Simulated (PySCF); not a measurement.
**Does the structure fit the spectrum?**

A compound C$_{6}$H$_{5}$F$_{3}$O gives the data below (simulated from a calculation) and was assigned the structure `C=C1OC(C)=C1C(F)(F)F`.

13C{1H} NMR (computed): δ 234.7 (C), 188.9 (C), 126.0 (C), 102.2 (C), 85.0 (CH2), 16.4 (CH3).

1H NMR (500 MHz, computed): δ 5.69 (s, 2H), 1.98 (s, 3H).

No solvent model, rapidly exchanging positions averaged, single conformer, no relativistic terms. Structure optimised with GFN2-xTB; PBE0/pcSseg-1 with gauge-including orbitals; PySCF.

Scale: 1H, 13C against TMS (reference shieldings calculated alike).

Problem. Compare with the shifts computed for the proposed structure, pairing carbons in order of shift.

Solution. Atom-mapped SMILES (the numbers label the heavy atoms): `[CH2:1]=[C:2]1[O:3][C:4]([CH3:5])=[C:6]1[C:7]([F:8])([F:9])[F:10]`. Hydrogens are named by the atom that carries them.

```tsv
atom	computed for proposal	given list	difference
C4	181.9	234.7	-52.8
C2	164.8	188.9	-24.1
C7	129.1	126.0	+3.1
C6	110.5	102.2	+8.3
C1	93.9	85.0	+8.9
C5	16.0	16.4	-0.4
```

The rms difference is 24.2 ppm and the largest -52.8 ppm at C4 (alkene carbon bearing oxygen). The proposal doesn't fit.

Problem. Which isomer fits?

Solution. SMILES C=C=C(C)C(=O)C(F)(F)F.

Carbon types of the structure: 4 × C, 1 × CH2, 1 × CH3, which accounts for all hydrogens. δC 234.7: central carbon of an allene; the central sp carbon of an allene is among the most deshielded carbons of hydrocarbons. δC 188.9: ketone carbonyl carbon; low-lying n→π* states of the double bond to the heteroatom give a large paramagnetic term (-252 ppm). δC 126.0: CF3 carbon; 3 electronegative neighbours deshield it. δC 102.2, 85.0: terminal carbon of a cumulated C=C=C unit.

Other isomers checked: FC1=C[C@H](C(F)F)C=CO1 (rms 33.3 ppm).

This is the structure that produced the data. Such data don't tell enantiomers apart.

Splittings by 19F in the carbon and heteronuclear signals aren't shown, as no couplings were computed. Shifts are as computed. Against solution values, carbons near 30 ppm lie about +3 ppm off and those near 130 ppm about +5 ppm (rms about the fit 2.1 ppm; single classes can miss by 10 ppm). Of 1328 compounds with measured shifts, 309 miss one by over three times the rms of a fit or turn the order of signals round; such compounds aren't used in these exercises. Signals without a measured value on file couldn't be tested in this way; 1H shifts scatter by 0.2 ppm about their fit, and single ones miss by 0.5 ppm. No couplings were computed; multiplicities are counted from neighbouring protons, with m where these are inequivalent, close in shift, in a saturated or five-membered ring or joined by F or P, and br s for small geminal =CH2 splittings.
